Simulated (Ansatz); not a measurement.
This geometry of H3SSn (5 atoms, charge 0, multiplicity 2) is a first-order saddle point.

Computed with UKS B3LYP-D4/def2-SVP (Ansatz).

```xyz
5
Properties=species:S:1:pos:R:3
S 0.509 -0.924 1.314
Sn -0.184 0.330 -0.702
H 1.044 -1.947 0.609
H -1.906 0.575 -0.613
H 0.586 1.892 -0.650
```

(1) Which two structures does it join? (They come from a converged band through this point; their orientation in space is the band's.)

(2) How far does it lie above each of them?

## Answers

(1) No bond is made or broken. The dihedral H3–S1–Sn2–H5 goes from 161 to -47°. The two ends are copies of one structure, up to a mirror image or an exchange of like atoms.

First end point:

```xyz
5
Properties=species:S:1:pos:R:3
S 1.081 -0.854 0.985
Sn -0.026 0.400 -0.827
H 0.270 -1.932 0.863
H -1.748 0.272 -0.553
H 0.472 2.039 -0.509
```

Last end point:

```xyz
5
Properties=species:S:1:pos:R:3
S 0.112 -1.419 0.918
Sn -0.242 0.273 -0.842
H 1.455 -1.244 0.949
H -1.942 0.625 -0.691
H 0.668 1.692 -0.375
```

(2) 0.120 eV above the first and 0.120 eV above the second. This is the barrier of this one path; another mechanism may lie lower.

Run time: 4.4 min on 1 thread of Intel(R) Xeon(R) Processor @ 2.70GHz, on a shared host, peak memory 0.17 GiB.
